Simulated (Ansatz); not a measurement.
Ansatz (a quantum-chemistry and plane-wave program) input (B3LYP-D3(BJ)/def2-TZVP):

Ansatz 0.2 input:
```yaml
crystal:
  periodic: [false, false, false]
  atoms:
    - {symbol: O, position_ang: [-2.43091235, -0.12786838, -0.46706234]}
    - {symbol: B, position_ang: [-1.25943942, -0.06809208, -0.24150091]}
    - {symbol: O, position_ang: [0.00175784, -0.00046376, 0.00248672]}
    - {symbol: B, position_ang: [1.26355338, 0.05446822, 0.24590331]}
    - {symbol: O, position_ang: [2.43520959, 0.10523614, 0.47282002]}
basis:
  gaussian:
    orbitals: def2-TZVP
hamiltonian:
  xc: b3lyp
  dispersion: d3bj
relax: {f_tol: 0.002, max_steps: 150}
```

Output:

```
Functional definition: B3LYP
integrals: 0.05 GiB planned
791 factors; their error is unknown
mean field: 0.51 GiB planned
mean field evaluation 1: about -7487.2837 eV, gradient 9.4e1 eV
mean field evaluation 2: about -7434.5419 eV, gradient 1.9e2 eV
mean field evaluation 4: about -7500.8613 eV, gradient 1.1e1 eV
mean field evaluation 8: about -7501.0613 eV, gradient 1.5e-1 eV
mean field evaluation 16: about -7501.0614 eV, gradient 5.7e-6 eV
mean field -7501.06136575 eV, -275.6589207893 hartree, gradient 5.7e-6 eV, S^2 0.000000; 0 other end points of the search recorded, 0 dependent functions left out
the calculation of the forces begins
reference -7501.06160167 eV, -275.6589294591 hartree; 17, 17 occupied and 138, 138 virtual orbitals, 791 factors
relax step   1: F+E_penalty+E_count = -7501.19948994 eV  Δ(F+E_penalty+E_count) = +0.000e0 eV  max|allowed force component| = 1.203e0 eV/Å  Δτ_max = 0.0000 Å  (28 SCF iters, accepted)
these checks for a lower state are left out or cut short: starts, cluster_reference, orbital_swaps, neighbouring_geometries, increment
integrals: 0.05 GiB planned
791 factors; their error is unknown
mean field: 0.51 GiB planned
mean field -7501.10867915 eV, -275.6606595248 hartree, gradient 1.5e-5 eV, S^2 0.000000; 0 other end points of the search recorded, 0 dependent functions left out
the calculation of the forces begins
reference -7501.10891488 eV, -275.6606681877 hartree; 17, 17 occupied and 138, 138 virtual orbitals, 791 factors
relax step   2: F+E_penalty+E_count = -7501.24568844 eV  Δ(F+E_penalty+E_count) = -4.620e-2 eV  max|allowed force component| = 2.662e-1 eV/Å  Δτ_max = 0.0281 Å  (29 SCF iters, accepted)
these checks for a lower state are left out or cut short: starts, cluster_reference, orbital_swaps, neighbouring_geometries, increment
integrals: 0.05 GiB planned
791 factors; their error is unknown
mean field: 0.51 GiB planned
mean field -7501.11207427 eV, -275.6607842931 hartree, gradient 1.4e-5 eV, S^2 0.000000; 0 other end points of the search recorded, 0 dependent functions left out
the calculation of the forces begins
reference -7501.11231017 eV, -275.6607929623 hartree; 17, 17 occupied and 138, 138 virtual orbitals, 791 factors
relax step   3: F+E_penalty+E_count = -7501.24865013 eV  Δ(F+E_penalty+E_count) = -2.962e-3 eV  max|allowed force component| = 1.172e-1 eV/Å  Δτ_max = 0.0090 Å  (30 SCF iters, accepted)
these checks for a lower state are left out or cut short: starts, cluster_reference, orbital_swaps, neighbouring_geometries, increment
integrals: 0.05 GiB planned
791 factors; their error is unknown
mean field: 0.51 GiB planned
mean field evaluation 32: about -7501.0941 eV, gradient 7.0e-5 eV
mean field -7501.11214488 eV, -275.6607868877 hartree, gradient 1.4e-5 eV, S^2 0.000000; 0 other end points of the search recorded, 0 dependent functions left out
the calculation of the forces begins
reference -7501.11238071 eV, -275.6607955546 hartree; 17, 17 occupied and 138, 138 virtual orbitals, 791 factors
relax step   4: F+E_penalty+E_count = -7501.24876246 eV  Δ(F+E_penalty+E_count) = -1.123e-4 eV  max|allowed force component| = 4.598e-3 eV/Å  Δτ_max = 0.0012 Å  (30 SCF iters, accepted)
these checks for a lower state are left out or cut short: starts, cluster_reference, orbital_swaps, neighbouring_geometries, increment
integrals: 0.05 GiB planned
791 factors; their error is unknown
mean field: 0.51 GiB planned
mean field -7501.11216225 eV, -275.6607875263 hartree, gradient 1.9e-5 eV, S^2 0.000000; 0 other end points of the search recorded, 0 dependent functions left out
the calculation of the forces begins
reference -7501.11239810 eV, -275.6607961937 hartree; 17, 17 occupied and 138, 138 virtual orbitals, 791 factors
relax step   5: F+E_penalty+E_count = -7501.24880060 eV  Δ(F+E_penalty+E_count) = -3.814e-5 eV  max|allowed force component| = 1.949e-2 eV/Å  Δτ_max = 0.0068 Å  (29 SCF iters, accepted)
these checks for a lower state are left out or cut short: starts, cluster_reference, orbital_swaps, neighbouring_geometries, increment
integrals: 0.05 GiB planned
791 factors; their error is unknown
mean field: 0.51 GiB planned
mean field -7501.11220626 eV, -275.6607891434 hartree, gradient 2.2e-5 eV, S^2 0.000000; 0 other end points of the search recorded, 0 dependent functions left out
the calculation of the forces begins
reference -7501.11244214 eV, -275.6607978121 hartree; 17, 17 occupied and 138, 138 virtual orbitals, 791 factors
relax step   6: F+E_penalty+E_count = -7501.24887691 eV  Δ(F+E_penalty+E_count) = -7.631e-5 eV  max|allowed force component| = 5.212e-2 eV/Å  Δτ_max = 0.0104 Å  (29 SCF iters, accepted)
these checks for a lower state are left out or cut short: starts, cluster_reference, orbital_swaps, neighbouring_geometries, increment
integrals: 0.05 GiB planned
791 factors; their error is unknown
mean field: 0.51 GiB planned
mean field -7501.11252862 eV, -275.6608009903 hartree, gradient 2.0e-5 eV, S^2 0.000000; 0 other end points of the search recorded, 0 dependent functions left out
the calculation of the forces begins
reference -7501.11276465 eV, -275.6608096641 hartree; 17, 17 occupied and 138, 138 virtual orbitals, 791 factors
relax step   7: F+E_penalty+E_count = -7501.24927064 eV  Δ(F+E_penalty+E_count) = -3.937e-4 eV  max|allowed force component| = 9.730e-2 eV/Å  Δτ_max = 0.0253 Å  (30 SCF iters, accepted)
these checks for a lower state are left out or cut short: starts, cluster_reference, orbital_swaps, neighbouring_geometries, increment
integrals: 0.05 GiB planned
791 factors; their error is unknown
mean field: 0.51 GiB planned
mean field evaluation 64: about -7501.1249 eV, gradient 9.3e-4 eV
mean field -7501.12487932 eV, -275.6612548700 hartree, gradient 1.8e-5 eV, S^2 0.000000; 0 other end points of the search recorded, 0 dependent functions left out
the calculation of the forces begins
reference -7501.12511730 eV, -275.6612636154 hartree; 17, 17 occupied and 138, 138 virtual orbitals, 791 factors
relax step   8: F+E_penalty+E_count = -7501.26202382 eV  Δ(F+E_penalty+E_count) = -1.275e-2 eV  max|allowed force component| = 2.914e-1 eV/Å  Δτ_max = 0.1967 Å  (34 SCF iters, accepted)
these checks for a lower state are left out or cut short: starts, cluster_reference, orbital_swaps, neighbouring_geometries, increment
integrals: 0.05 GiB planned
791 factors; their error is unknown
mean field: 0.51 GiB planned
mean field -7501.13883913 eV, -275.6617678834 hartree, gradient 1.6e-5 eV, S^2 0.000000; 0 other end points of the search recorded, 0 dependent functions left out
the calculation of the forces begins
reference -7501.13907636 eV, -275.6617766014 hartree; 17, 17 occupied and 138, 138 virtual orbitals, 791 factors
relax step   9: F+E_penalty+E_count = -7501.27747271 eV  Δ(F+E_penalty+E_count) = -1.545e-2 eV  max|allowed force component| = 6.522e-2 eV/Å  Δτ_max = 0.1447 Å  (35 SCF iters, accepted)
these checks for a lower state are left out or cut short: starts, cluster_reference, orbital_swaps, neighbouring_geometries, increment
integrals: 0.05 GiB planned
791 factors; their error is unknown
mean field: 0.51 GiB planned
mean field -7501.13111232 eV, -275.6614839283 hartree, gradient 1.6e-5 eV, S^2 0.000000; 0 other end points of the search recorded, 0 dependent functions left out
the calculation of the forces begins
reference -7501.13134758 eV, -275.6614925743 hartree; 17, 17 occupied and 138, 138 virtual orbitals, 791 factors
relax step  10: F+E_penalty+E_count = -7501.27120292 eV  Δ(F+E_penalty+E_count) = +6.270e-3 eV  max|allowed force component| = 5.111e-1 eV/Å  Δτ_max = 0.1505 Å  (35 SCF iters, rejected (line search))
these checks for a lower state are left out or cut short: starts, cluster_reference, orbital_swaps, neighbouring_geometries, increment
integrals: 0.05 GiB planned
791 factors; their error is unknown
mean field: 0.51 GiB planned
mean field -7501.14030887 eV, -275.6618218954 hartree, gradient 2.1e-5 eV, S^2 0.000000; 0 other end points of the search recorded, 0 dependent functions left out
the calculation of the forces begins
reference -7501.14054569 eV, -275.6618305983 hartree; 17, 17 occupied and 138, 138 virtual orbitals, 791 factors
relax step  11: F+E_penalty+E_count = -7501.27932200 eV  Δ(F+E_penalty+E_count) = -1.849e-3 eV  max|allowed force component| = 3.102e-2 eV/Å  Δτ_max = 0.0348 Å  (30 SCF iters, accepted)
these checks for a lower state are left out or cut short: starts, cluster_reference, orbital_swaps, neighbouring_geometries, increment
integrals: 0.05 GiB planned
791 factors; their error is unknown
mean field: 0.51 GiB planned
mean field evaluation 96: about -7501.1386 eV, gradient 1.2e-5 eV
mean field -7501.13856087 eV, -275.6617576575 hartree, gradient 1.2e-5 eV, S^2 0.000000; 0 other end points of the search recorded, 0 dependent functions left out
the calculation of the forces begins
reference -7501.13879670 eV, -275.6617663241 hartree; 17, 17 occupied and 138, 138 virtual orbitals, 791 factors
relax step  12: F+E_penalty+E_count = -7501.27819141 eV  Δ(F+E_penalty+E_count) = +1.131e-3 eV  max|allowed force component| = 3.890e-1 eV/Å  Δτ_max = 0.0466 Å  (31 SCF iters, rejected (line search))
these checks for a lower state are left out or cut short: starts, cluster_reference, orbital_swaps, neighbouring_geometries, increment
integrals: 0.05 GiB planned
791 factors; their error is unknown
mean field: 0.51 GiB planned
mean field -7501.14068886 eV, -275.6618358599 hartree, gradient 1.9e-5 eV, S^2 0.000000; 0 other end points of the search recorded, 0 dependent functions left out
the calculation of the forces begins
reference -7501.14092536 eV, -275.6618445510 hartree; 17, 17 occupied and 138, 138 virtual orbitals, 791 factors
relax step  13: F+E_penalty+E_count = -7501.27997153 eV  Δ(F+E_penalty+E_count) = -6.495e-4 eV  max|allowed force component| = 1.116e-2 eV/Å  Δτ_max = 0.0233 Å  (30 SCF iters, accepted)
these checks for a lower state are left out or cut short: starts, cluster_reference, orbital_swaps, neighbouring_geometries, increment
integrals: 0.05 GiB planned
791 factors; their error is unknown
mean field: 0.51 GiB planned
mean field -7501.14066212 eV, -275.6618348773 hartree, gradient 1.7e-5 eV, S^2 0.000000; 0 other end points of the search recorded, 0 dependent functions left out
the calculation of the forces begins
reference -7501.14089844 eV, -275.6618435617 hartree; 17, 17 occupied and 138, 138 virtual orbitals, 791 factors
relax step  14: F+E_penalty+E_count = -7501.28009565 eV  Δ(F+E_penalty+E_count) = -1.241e-4 eV  max|allowed force component| = 1.391e-3 eV/Å  Δτ_max = 0.0125 Å  (29 SCF iters, accepted)
these checks for a lower state are left out or cut short: starts, cluster_reference, orbital_swaps, neighbouring_geometries, increment
integrals: 0.05 GiB planned
791 factors; their error is unknown
mean field: 0.51 GiB planned
mean field -7501.14062541 eV, -275.6618335282 hartree, gradient 1.7e-5 eV, S^2 0.000000; 0 other end points of the search recorded, 0 dependent functions left out
the calculation of the forces begins
reference -7501.14086168 eV, -275.6618422109 hartree; 17, 17 occupied and 138, 138 virtual orbitals, 791 factors
relax step  15: F+E_penalty+E_count = -7501.28009996 eV  Δ(F+E_penalty+E_count) = -4.309e-6 eV  max|allowed force component| = 6.328e-3 eV/Å  Δτ_max = 0.0031 Å  (30 SCF iters, accepted)
these checks for a lower state are left out or cut short: starts, cluster_reference, orbital_swaps, neighbouring_geometries, increment
integrals: 0.05 GiB planned
791 factors; their error is unknown
mean field: 0.51 GiB planned
mean field -7501.14062983 eV, -275.6618336905 hartree, gradient 6.6e-5 eV, S^2 0.000000; 0 other end points of the search recorded, 0 dependent functions left out
the calculation of the forces begins
reference -7501.14086610 eV, -275.6618423733 hartree; 17, 17 occupied and 138, 138 virtual orbitals, 791 factors
relax step  16: F+E_penalty+E_count = -7501.28010046 eV  Δ(F+E_penalty+E_count) = -5.036e-7 eV  max|allowed force component| = 2.935e-5 eV/Å  Δτ_max = 0.0002 Å  (20 SCF iters, accepted)
integrals: 0.05 GiB planned
791 factors; their error is unknown
mean field: 0.51 GiB planned
mean field evaluation 128: about -7501.1130 eV, gradient 2.1e0 eV
mean field -7501.14062983 eV, -275.6618336905 hartree, gradient 6.6e-5 eV, S^2 0.000000; 1 other end points of the search recorded, 0 dependent functions left out
the calculation of the forces begins
reference -7501.14086610 eV, -275.6618423733 hartree; 17, 17 occupied and 138, 138 virtual orbitals, 791 factors
Total energy: -7501.28033673 eV, -275.6669678244 hartree
Atom 0 at    -2.355359    -0.404351    -0.444016 Å, force    -0.000024     0.000009    -0.000005 eV/Å
Atom 1 at    -1.232546    -0.015636    -0.237519 Å, force     0.000029    -0.000003     0.000005 eV/Å
Atom 2 at    -0.016795     0.457159    -0.015540 Å, force     0.000000    -0.000009     0.000000 eV/Å
Atom 3 at     1.232485     0.102809     0.238615 Å, force    -0.000019    -0.000012    -0.000002 eV/Å
Atom 4 at     2.382385    -0.176702     0.471106 Å, force     0.000013     0.000015     0.000001 eV/Å
Dipole moment:    -0.009894     0.244062    -0.009494 e Å
```
